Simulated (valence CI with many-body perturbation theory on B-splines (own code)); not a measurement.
Results of a calculation; reference values are marked as such.
# Re LV: input, log and results

The program does CI of the valence electrons with many-body perturbation theory for a frozen closed Dirac-Fock core.

Command, and the settings that its task file holds:

```sh
python run_cv.py task.json out
```

```
atom Re  Z=75  mass_number=187  rms_radius_fm=5.3698
core [Ar]
valence 3d4
avg = 1
basis = S
breit = 1
cap = 10000
capref = 1200
cscale = 1
de = 0.0
dress = 0
eps = 2e-08
extrap = 1
h = 0.27
hh = 1
l2 = 3
lcore = 6
maxit = 60
n2 = 5
natural = 1
nlev = 20
nno = [3, 3, 3, 3, 1]
nroot = 26
nsp = [3, 3, 2, 2, 0]
pt2 = 1
qed = 1
rpa = 1
s1 = 1
s2 = 1
s3 = 1
screen = 1
tol = 2e-05
whole = 1
```

**Question.** What became of the run, and why?

**Answer.** It gave no result: the electrons of core and valence do not add up to the charge. The program said: "core and valence hold 22 electrons, the ion has 21".
